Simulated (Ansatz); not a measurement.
ReO3(NH2) (ReNO₃H₂), relaxed as a singlet with RKS r2SCAN-D4/def2-SVP in Ansatz, starting from the GFN2-xTB geometry. Force threshold 0.02 eV/Å.

In the def2 sets Re takes a core potential; there is no spin–orbit coupling.

Start:

```csv
atom,x (Å),y (Å),z (Å)
Re1,-0.705,-0.078,-0.368
O2,-1.593,1.242,0.131
O3,-0.354,-0.017,-1.989
O4,-1.354,-1.492,0.215
N5,1.002,0.054,0.485
H6,1.813,0.514,0.081
H7,1.190,-0.223,1.445
```

Problem. Estimate the energy that the relaxation releases and the steps that it takes.

Solution. 8.3 kcal/mol, in 6 steps; 15 s on 4 threads of Arm Neoverse V2 on a shared host. No frequencies were taken in this run, so the end may be a saddle point.

Problem. Does the start keep its bonding?

Solution. By distances, no bond broke or formed. The bond that changes most is Re1–O3, from 1.66 to 1.71 Å (atoms count from 1).

Problem. Predict the relaxed structure.

Solution. 
```
atom   x (Å)   y (Å)   z (Å)
 Re1  -0.659  -0.068  -0.339
  O2  -1.647   1.259   0.110
  O3  -0.412  -0.037  -2.031
  O4  -1.417  -1.512   0.181
  N5   1.061   0.039   0.505
  H6   1.848   0.544   0.100
  H7   1.226  -0.224   1.474
```
Bond lengths: 3 × O–Re 1.71 Å; 1 × N–Re 1.92 Å; 2 × H–N 1.02 Å.
